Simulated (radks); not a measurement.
Problem. Valence configurations of Ta I (all share [Xe]). All-electron calculation, Dirac Kohn-Sham, PBEsol, spin-unpolarised, spherical densities, finite nucleus; open shells are shared between the two j in proportion to 2j + 1; Fermi nuclear charge, rms radius 5.3507 fm. Program: a radial shooting solver on a logarithmic mesh with Libxc functionals. Order these by energy: 4f14 5d3 6s2; 4f13.5 5d3.5 6s2; 4f13 5d3 6s2 6p1; 4f13 5d2 6s2 6p2; 4f14 5d1 6s2 6p2; 4f14 5d4 6s1; 4f14 5d3 6s1.5 6p0.5; 4f14 5d5; 4f14 5d3 6s1 6p1; 4f13 5d4 6s2.

Solution. From the lowest, in eV above it: 4f14 5d3 6s2 0.000; 4f14 5d3 6s1.5 6p0.5 2.064; 4f14 5d4 6s1 2.088; 4f14 5d3 6s1 6p1 4.186; 4f14 5d5 4.575; 4f14 5d1 6s2 6p2 7.682; 4f13.5 5d3.5 6s2 11.401; 4f13 5d4 6s2 24.645; 4f13 5d3 6s2 6p1 28.798; 4f13 5d2 6s2 6p2 34.831. NIST lists [Xe] 4f14 5d3 6s2 as the ground configuration; this level of theory agrees among the configurations tried. The energies are those of spherical spin-averaged densities, not of single terms.
